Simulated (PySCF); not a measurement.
SMILES CSC[SiH2]B(O)O (C2H9BO2SSi), GFN2-xTB optimised geometry.

```
16

C      2.10    -1.30     0.00
S      0.28    -1.30     0.00
C     -0.02     0.49     0.00
Si    -1.91     0.87    -0.15
B     -2.69    -0.12    -1.68
O     -2.21    -1.28    -2.20
O     -3.81     0.39    -2.25
H      2.46    -0.80    -0.89
H      2.42    -2.34     0.00
H      2.45    -0.79     0.89
H      0.39     0.89     0.92
H      0.53     0.91    -0.84
H     -2.46     0.51     1.17
H     -1.95     2.34    -0.21
H     -1.43    -1.66    -1.80
H     -4.16    -0.13    -2.98
```

Density from B3LYP/def2-TZVP run with PySCF at that geometry.

Minimum of the electron density along straight lines between bonded atoms, close to the bond critical point (lines longer than 1.1 times the sum of covalent radii, or with two minima, are not listed):

```json
[
 {"bond": "C1–S2", "length / Å": "1.817", "ρ at the minimum / e bohr⁻³": "0.181", "∇²ρ there / e bohr⁻⁵": "-0.30", "position (fraction from the first atom)": "0.47"},
 {"bond": "S2–C3", "length / Å": "1.820", "ρ at the minimum / e bohr⁻³": "0.179", "∇²ρ there / e bohr⁻⁵": "-0.28", "position (fraction from the first atom)": "0.53"},
 {"bond": "C3–Si4", "length / Å": "1.928", "ρ at the minimum / e bohr⁻³": "0.109", "∇²ρ there / e bohr⁻⁵": "0.15", "position (fraction from the first atom)": "0.61"},
 {"bond": "Si4–B5", "length / Å": "1.981", "ρ at the minimum / e bohr⁻³": "0.120", "∇²ρ there / e bohr⁻⁵": "-0.05", "position (fraction from the first atom)": "0.39"},
 {"bond": "B5–O6", "length / Å": "1.358", "ρ at the minimum / e bohr⁻³": "0.211", "∇²ρ there / e bohr⁻⁵": "0.95", "position (fraction from the first atom)": "0.33"},
 {"bond": "B5–O7", "length / Å": "1.352", "ρ at the minimum / e bohr⁻³": "0.215", "∇²ρ there / e bohr⁻⁵": "0.98", "position (fraction from the first atom)": "0.33"},
 {"bond": "C1–H8", "length / Å": "1.087", "ρ at the minimum / e bohr⁻³": "0.283", "∇²ρ there / e bohr⁻⁵": "-0.99", "position (fraction from the first atom)": "0.64"},
 {"bond": "C1–H9", "length / Å": "1.085", "ρ at the minimum / e bohr⁻³": "0.284", "∇²ρ there / e bohr⁻⁵": "-0.99", "position (fraction from the first atom)": "0.64"},
 {"bond": "C1–H10", "length / Å": "1.087", "ρ at the minimum / e bohr⁻³": "0.283", "∇²ρ there / e bohr⁻⁵": "-0.99", "position (fraction from the first atom)": "0.64"},
 {"bond": "C3–H11", "length / Å": "1.088", "ρ at the minimum / e bohr⁻³": "0.280", "∇²ρ there / e bohr⁻⁵": "-0.96", "position (fraction from the first atom)": "0.64"},
 {"bond": "C3–H12", "length / Å": "1.090", "ρ at the minimum / e bohr⁻³": "0.278", "∇²ρ there / e bohr⁻⁵": "-0.94", "position (fraction from the first atom)": "0.64"},
 {"bond": "Si4–H13", "length / Å": "1.474", "ρ at the minimum / e bohr⁻³": "0.122", "∇²ρ there / e bohr⁻⁵": "0.18", "position (fraction from the first atom)": "0.49"},
 {"bond": "Si4–H14", "length / Å": "1.473", "ρ at the minimum / e bohr⁻³": "0.122", "∇²ρ there / e bohr⁻⁵": "0.18", "position (fraction from the first atom)": "0.49"},
 {"bond": "O6–H15", "length / Å": "0.960", "ρ at the minimum / e bohr⁻³": "0.358", "∇²ρ there / e bohr⁻⁵": "-2.49", "position (fraction from the first atom)": "0.81"},
 {"bond": "O7–H16", "length / Å": "0.961", "ρ at the minimum / e bohr⁻³": "0.359", "∇²ρ there / e bohr⁻⁵": "-2.45", "position (fraction from the first atom)": "0.81"}
]
```
